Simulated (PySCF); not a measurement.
Species: C₅H₂F₅O (doublet state).
Atom-mapped SMILES: `[O:1]=[CH:2][C:3]([C:4]([F:5])=[C:6]([F:7])[F:8])[CH:9]([F:10])[F:11]` (hydrogens: H12 on C2; H13 on C9)

Geometry (GFN2-xTB, Å), atoms numbered from 1 in this order:
```
atom  x, y, z in Å
O1    -1.917    2.110   -0.165
C2    -0.769    1.805    0.064
C3    -0.273    0.440   -0.004
C4     1.063    0.139    0.265
F5     1.876    1.156    0.593
C6     1.692   -1.086    0.244
F7     2.968   -1.220    0.521
F8     1.141   -2.233   -0.041
C9    -1.264   -0.627   -0.379
F10   -0.882   -1.281   -1.504
F11   -1.366   -1.568    0.594
H12   -0.014    2.556    0.342
H13   -2.260   -0.190   -0.549
```

The hyperfine couplings belong to this conformer and change with its torsions.

Method: PySCF 2.14.0, UKS B3LYP, pcH-1 on C F H O, non-relativistic, mean-field spin-orbit, GIAO. Isolated species at its GFN2-xTB geometry (one conformer only). A GFN2-xTB geometry isn't a minimum of the functional, and hyperfine couplings can be far from their values at a DFT geometry. Stability of the SCF solution: not tested. ⟨S²⟩ is 0.774 where a pure state has 0.75.

Predict the first-order ENDOR lines of C6, C4, C3, C9, F7, F8, F10/F11, F5 and H12 under fast tumbling at B = 1210.6 mT (Q band).

ν± = |νn ± a/2|, one line for each electron-spin manifold; νn = |g_N| × 7.62259 MHz/T × B.

```
 nuclei  isotope     g_N  νn (MHz)  a_iso (MHz)  lower line (MHz)  upper line (MHz)
     C6      13C  1.4048     12.96        50.77             12.42             38.35
     C4      13C  1.4048     12.96       -46.72             10.40             36.32
     C3      13C  1.4048     12.96        44.41              9.24             35.17
     C9      13C  1.4048     12.96       -15.77              5.08             20.85
     F7      19F  5.2577     48.52        84.30              6.37             90.67
     F8      19F  5.2577     48.52        80.75              8.14             88.89
F10/F11      19F  5.2577     48.52        39.94             28.55             68.49
     F5      19F  5.2577     48.52       -21.06             37.99             59.05
    H12       1H  5.5857     51.54        -0.84             51.12             51.97
```

The rows for 13C, of low natural abundance, apply to labelled samples.

Which pairs are centred on the nuclear Larmor frequency, and which on half the coupling?

Centred on νn, since |a| < 2νn: C9, F7, F8, F10/F11, F5 and H12. Centred on |a|/2 and split by 2νn: C6, C4 and C3.

At what field would the lower line of C6 fall to zero frequency?

Where νn = |a|/2, that is B = 25.38 MHz/(1.4048 × 7.62259 MHz/T) = 2370 mT, as far as first order holds there.

Means are taken over nuclei equivalent by connectivity, which assumes that they swap fast.

Largest spin populations (Mulliken): C3 (+0.52), C6 (+0.44), O1 (+0.20) and C4 (-0.15). Three atoms exceed +0.15. The angles at C3 add up to 360.0°, so it is planar.

On one thread, Arm Neoverse V2 (aarch64), shared host, this took 97 s of wall time (with the writing of density and orbital grids) and 1.1 GiB of memory at its peak.
